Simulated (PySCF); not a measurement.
## A small calculation by hand: chemical shift, span and skew from a shielding tensor

C3H6GeO, SMILES [GeH3][O]CC#C. Atoms are numbered in the order given.

```xyz
11

C      0.3181     3.6990     0.0000
C     -0.1084     2.5635     0.0000
C     -0.6431     1.1996     0.0000
O      0.4163     0.2594     0.0000
Ge     0.0404    -1.4953     0.0000
H      0.7019     4.7015     0.0000
H     -1.2932     1.0752    -0.8901
H     -1.2932     1.0752     0.8901
H      1.4131    -2.1713     0.0000
H     -0.7762    -1.8395    -1.2628
H     -0.7762    -1.8395     1.2628
```
Charge 0, spin multiplicity 1.

Geometry optimised at TPSSh-D3(BJ)/def2-SVP. This is a generated structure with no PubChem entry under its InChIKey; it may be hypothetical. One conformer was computed; it need not be the lowest.

GIAO shieldings from PBE/pcSseg-1 (PySCF), non-relativistic, no solvent. The symmetric part of the tensor of C2 has the principal values -5.0, -1.6, 293.1 ppm. The same nucleus in TMS has σ = 182.0 ppm at this level (PySCF, at its B3LYP-D3(BJ)/def2-TZVP geometry).

### Question
Work out the isotropic shielding, the ¹³C shift against TMS, the span and the skew.

### Answer

σ(iso) = (σ11 + σ22 + σ33)/3 = 95.5 ppm. δ = σ(ref) − σ(iso) = 182.0 − (95.5) = 86.5 ppm.
Span Ω = σ33 − σ11 = 298.1 ppm. Skew κ = 3(σ(iso) − σ22)/Ω = 0.98, an axial tensor. Tumbling in solution averages the tensor to δ; in a static solid the shielding alone would spread this spin-1/2 line over Ω.
